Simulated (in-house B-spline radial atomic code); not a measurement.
A run on the thulium ion Tm⁺ (an excited or competing configuration) that did not converge. Method: scalar-relativistic (X2C) wB97X, spin-polarised, spherical fractional occupations, exact exchange averaged over the configuration, Fermi nucleus of rms radius 5.2256 fm; computed with an all-electron radial atomic-structure program (B-spline basis).

Command:
```bash
python run_scf.py task.json out
```
Settings (nuclear radius in fm, mass in u):
```
Z                69
configuration    [Xe] 4f12 6s1 6f1
hamiltonian      x2c
method           wb97x
spin_polarised   True
nucleus          fermi
rms_radius       5.2256
atomic_mass      168.93422
speed_of_light   137.035999084
exact_exchange   averaged over the configuration
```

First and last ten iterations of the last attempt (damped for 15 steps, keeping 80 % of the old Fock matrix, then DIIS):
```
 iter        energy (Eh)    residual
    1      -13566.650090    5.07e-01
    2      -13567.072985    1.19e-01
    3      -13567.256512    6.60e-02
    4      -13567.298041    4.08e-02
    5      -13567.309366    2.72e-02
    6      -13567.313546    1.89e-02
    7      -13567.315505    1.35e-02
    8      -13567.316544    9.75e-03
    9      -13567.317126    7.13e-03
   10      -13567.317464    5.25e-03
  111      -13567.318097    1.86e-04
  112      -13567.318089    1.61e-04
  113      -13567.318113    6.20e-04
  114      -13567.318071    1.14e-04
  115      -13567.318099    1.98e-04
  116      -13567.318069    1.39e-04
  117      -13567.318080    1.85e-04
  118      -13567.318033    1.59e-04
  119      -13567.318043    2.03e-04
  120      -13567.318037    1.69e-04
 not converged after 120 iterations
```

The smallest residual met was 1.0e-04; the threshold is about 7e-07. No energy from this run should be used. Time taken, with all properties: 45 s on 1 thread of Intel(R) Xeon(R) Platinum 8259CL CPU @ 2.50GHz, on a shared host.
